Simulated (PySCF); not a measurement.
C₂H₆Cd. Atoms are numbered in the order given.

```xyz
9

Cd     0.0000     0.0000     0.0000
C      0.0000     0.0000    -2.1346
H      0.8836     0.5299    -2.5240
H     -0.9007     0.5003    -2.5240
H      0.0171    -1.0302    -2.5240
C      0.0000     0.0000     2.1346
H      0.8836    -0.5299     2.5240
H     -0.9007    -0.5003     2.5240
H      0.0171     1.0302     2.5240
```
Charge 0, spin multiplicity 1.

The structure is a stationary point at B3LYP-D3(BJ)/def2-SVP. The isomer is the one that the SMILES or the coordinates give; other isomers of the formula were not compared. The def2 effective core potentials stand for the cores of Cd; spin–orbit coupling is left out.

Level of theory: PySCF with ωB97X/def2-TZVPD.

Mulliken values depend strongly on the basis, most of all with diffuse functions as here. ESP charges are fitted to the potential on shells at 1.4 to 2.0 van der Waals radii. Atomic charges (e):

| atom | ESP fit | Mulliken |
|---|---|---|
| Cd1 | 0.71 | 0.68 |
| C2 | -0.93 | -0.85 |
| H3 | 0.19 | 0.17 |
| H4 | 0.19 | 0.17 |
| H5 | 0.19 | 0.17 |
| C6 | -0.93 | -0.85 |
| H7 | 0.19 | 0.17 |
| H8 | 0.19 | 0.17 |
| H9 | 0.19 | 0.17 |
